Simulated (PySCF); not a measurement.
Excitations are Tamm–Dancoff values on a coarser integration grid. The basis has no diffuse functions, so Rydberg states are missing or too high.

Cartesian coordinates (Å):
```xyz
13

N      2.4045     1.2788     1.6031
C      2.0970     0.3881     0.9377
C      1.7075    -0.7053     0.1166
C      0.6207    -0.6646    -0.6663
C     -0.3377     0.4615    -0.7673
Si    -1.8666     0.1605     0.3221
H      2.3363    -1.5848     0.1518
H      0.3983    -1.5512    -1.2505
H     -0.6867     0.5796    -1.7961
H      0.1156     1.4024    -0.4485
H     -1.4531     0.0787     1.7388
H     -2.8278     1.2712     0.1339
H     -2.5080    -1.1148    -0.0753
```
Charge 0, multiplicity 1.

Problem. Give the dipole moment, LUMO and S1 excitation (TDA) at the level M06-2X/def2-TZVP // B3LYP-D3(BJ)/def2-TZVP (PySCF).

Solution. 
| Quantity | Value |
|---|---|
| dipole moment | 4.17 D |
| LUMO | -0.56 eV |
| S1 excitation (TDA) | 6.20 eV |
